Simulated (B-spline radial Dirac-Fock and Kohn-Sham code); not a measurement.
## C³⁺ 2s: cross section and angular parameters

System: C³⁺, [He] 2s1; threshold 65.02 eV (orbital energy of the model). The computed values come from a radial B-spline solver: Dirac-Hartree-Slater photoionisation with a Latter tail; cross sections with all multipoles, angular parameters from the dipole term and its interference with E2.

For linearly polarised light dσ/dΩ = σ/(4π) [1 + β P₂(cos θ) + (δ + γ cos²θ) sin θ cos φ], with θ from the polarisation vector and φ the angle between the beam and the projection of the electron momentum on the plane normal to the polarisation.

| hν (eV) | σ (kb) | β | γ |
| --- | --- | --- | --- |
| 93.3 | 344 | 2.000 | -0.001 |
| 100 | 302 | 2.000 | 0.006 |
| 170 | 103 | 2.000 | 0.085 |
| 200 | 72.4 | 2.000 | 0.115 |
| 206 | 67.8 | 2.000 | 0.121 |
| 286 | 32.0 | 2.000 | 0.192 |
| 343 | 20.8 | 2.000 | 0.239 |
| 430 | 12.0 | 2.000 | 0.301 |
| 600 | 5.22 | 2.000 | 0.403 |
| 800 | 2.49 | 2.000 | 0.504 |
| 906 | 1.80 | 2.000 | 0.551 |
| 1253.6 | 0.756 | 2.000 | 0.690 |
| 1280 | 0.714 | 2.000 | 0.699 |
| 1380 | 0.581 | 2.000 | 0.736 |
| 1810 | 0.271 | 2.000 | 0.880 |
| 2020 | 0.198 | 2.000 | 0.945 |
| 2080 | 0.181 | 2.000 | 0.963 |
| 2450 | 0.112 | 2.000 | 1.067 |
| 2870 | 0.0702 | 2.000 | 1.174 |
| 3160 | 0.0526 | 2.000 | 1.241 |
| 3600 | 0.0355 | 2.000 | 1.336 |
| 4500 | 0.0180 | 2.000 | 1.507 |
| 5310 | 0.0108 | 2.000 | 1.644 |
| 5414.7 | 0.0102 | 2.000 | 1.661 |
| 6480 | ? | ? | ? |
| 8047.8 | 0.00296 | 2.000 | 2.057 |
| 11900 | 0.000849 | 2.000 | 2.546 |
| 12000 | 0.000826 | 2.000 | 2.557 |
| 13300 | 0.000592 | 2.000 | 2.696 |

Question: Give the values at 6480 eV.

Answer: σ = 0.00584 kb, β = 2.000, γ = 1.827. For an s subshell δ is negligible.
